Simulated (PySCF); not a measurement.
Si(NHSiH3)(Me)(Cl)2 (CH7Cl2NSi2), SMILES C[Si](Cl)(Cl)N[SiH3].

Coordinates come from a PBE0-D3(BJ)/def2-SVP optimisation. Other conformers were not sampled.

All values below come from PySCF with TDA-PBE/def2-SVPD.

Vertical excitations. The molecule is in vacuum.

Computed UV-visible absorptions:
```tsv
state	energy (eV)	λ (nm)	f	main pairs
S1	5.87	211	0.010	HOMO→LUMO 98 %
S2	6.21	200	0.008	HOMO→LUMO+1 99 %
S3	6.64	187	0.011	HOMO→LUMO+2 97 %
S4	6.78	183	0.010	HOMO−1→LUMO 97 %
S5	6.88	180	0.019	HOMO−2→LUMO 71 %, HOMO→LUMO+3 23 %
S6	6.90	180	0.019	HOMO→LUMO+3 45 %, HOMO→LUMO+4 27 %, HOMO−2→LUMO 24 %
S7	7.10	175	0.024	HOMO→LUMO+4 46 %, HOMO−3→LUMO 24 %, HOMO→LUMO+3 21 %
S8	7.12	174	0.026	HOMO−3→LUMO 74 %, HOMO→LUMO+4 16 %
S9	7.22	172	0.038	HOMO→LUMO+5 82 %
S10	7.30	170	0.007	HOMO−1→LUMO+1 36 %, HOMO−2→LUMO+1 29 %, HOMO→LUMO+6 25 %
T1	5.60	221	0	HOMO→LUMO 99 %
T2	6.09	203	0	HOMO→LUMO+1 99 %
T3	6.45	192	0	HOMO→LUMO+2 98 %
T4	6.70	185	0	HOMO−1→LUMO 92 %
```
Triplets are in the Tamm–Dancoff approximation.
